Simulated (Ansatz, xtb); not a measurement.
Stretching the C4–H5 bond in CH5Bi (SMILES [CH3][BiH2]) (multiplicity 1 held, fragments rigid). Energies count from the point at 1.088 Å.
Geometry at that point (charge 0, multiplicity 1):
```xyz
7

Bi    -0.1144    -0.1388     0.1427
H      0.1011    -1.4563    -1.0658
H     -1.6344     0.3793    -0.6723
C      1.1592     1.3240    -1.0635
H      0.9950     2.3241    -0.6682
H      0.8759     1.2806    -2.1106
H      2.2039     1.0455    -0.9423
```

Restricted levels (R-, RO-) in cc, def2 and unpolarised 6-31G sets keep to the state of the molecule at rest. Unrestricted levels (U-) break spin symmetry where that is lower. Curves can end on different states.

Programs: Ansatz (a quantum-chemistry and plane-wave program); xtb for the GFN methods. Each number belongs to the level named beside it. In def2 rows elements past Kr take small-core potentials, without spin–orbit coupling. The GFN methods have no spin term and hold the electronic entropy of 300 K.

Task: One of these levels gives 558.1 kJ/mol for the energy at R = 3.481 Å. Which one is it?
(A) R-wB97X-V/def2-TZVPP
(B) U-HF/def2-TZVPP
(C) GFN2-xTB
(D) U-r2SCAN/def2-TZVPP

Result: C, GFN2-xTB. The others give 377.0 (U-HF/def2-TZVPP), 467.1 (U-r2SCAN/def2-TZVPP), 713.5 (R-wB97X-V/def2-TZVPP)

Doubts at one or more of the structures used: a spin-contaminated determinant (U-HF/def2-TZVPP, U-r2SCAN/def2-TZVPP); a restricted determinant that unrestricted orbitals would lower (R-wB97X-V/def2-TZVPP).
